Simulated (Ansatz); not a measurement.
Mulliken charges of `[SiH3][SiH]1O[SiH2]1` from ωB97M-V/def2-TZVPP in Ansatz (PBE0-D4/def2-TZVP geometry).

```json
{"atom": "Si1", "x (Å)": "-1.397", "y (Å)": "0.925", "z (Å)": "-0.990", "charge (e)": "0.051"}
{"atom": "Si2", "x (Å)": "-0.333", "y (Å)": "-0.601", "z (Å)": "0.419", "charge (e)": "0.226"}
{"atom": "O3", "x (Å)": "1.052", "y (Å)": "-1.341", "z (Å)": "-0.249", "charge (e)": "-0.438"}
{"atom": "Si4", "x (Å)": "1.779", "y (Å)": "-0.481", "z (Å)": "1.013", "charge (e)": "0.260"}
{"atom": "H5", "x (Å)": "-2.076", "y (Å)": "0.236", "z (Å)": "-2.121", "charge (e)": "-0.009"}
{"atom": "H6", "x (Å)": "-2.414", "y (Å)": "1.670", "z (Å)": "-0.201", "charge (e)": "-0.014"}
{"atom": "H7", "x (Å)": "-0.393", "y (Å)": "1.879", "z (Å)": "-1.528", "charge (e)": "-0.011"}
{"atom": "H8", "x (Å)": "-1.265", "y (Å)": "-1.576", "z (Å)": "1.049", "charge (e)": "-0.024"}
{"atom": "H9", "x (Å)": "2.411", "y (Å)": "-1.340", "z (Å)": "2.045", "charge (e)": "-0.020"}
{"atom": "H10", "x (Å)": "2.718", "y (Å)": "0.577", "z (Å)": "0.566", "charge (e)": "-0.020"}
```

Question: By hand: the dipole of these point charges (1 e Å = 4.8032 D).

Answer: Σ q r = (-0.160, 0.381, 0.378) e Å, of length 0.560 e Å = 2.69 D.

Question: How does the dipole of the full density compare? (An estimate is asked.)

Answer: Computed: (-0.085, 0.192, 0.168) e Å, 1.29 D; the point charges give 2.09 times that, at 4° from its direction.

Point charges leave out the atoms' own dipoles, such as those of lone pairs, and Mulliken's split depends on the basis, so the two needn't agree.
